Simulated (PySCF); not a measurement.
**How methods differ on the excitation energy of Re²⁺**

Re²⁺ [Xe] 4f14 5d5 (6S) → Re²⁺ [Xe] 4f14 5d4 6s1 (6D), as a difference of total energies. Computed with PySCF 2.14 in ANO-RCC-VTZP, with scalar relativity by spin-free X2C-1e. Correlated levels: valence: [Xe] 4f14 frozen. The calculations carry no spin-orbit coupling.

| method | excitation energy (eV) |
| --- | --- |
| UHF | 2.679 |
| MP2 (valence) | 2.743 |
| SCS-MP2 (valence) | 2.700 |
| CCSD (valence) | 2.736 |
| CCSD(T) (valence) | 2.735 |

Problem. How much does correlation contribute at CCSD(T) (valence)?

Solution. 2.735 − (2.679) = 0.056 eV, measured against UHF.

A first-order spin-orbit estimate (lowest level to lowest level, LS coupling) adds -0.574 eV.

The basis was made for the ground configuration and has no added diffuse functions, so the excitation energy can come out too high.
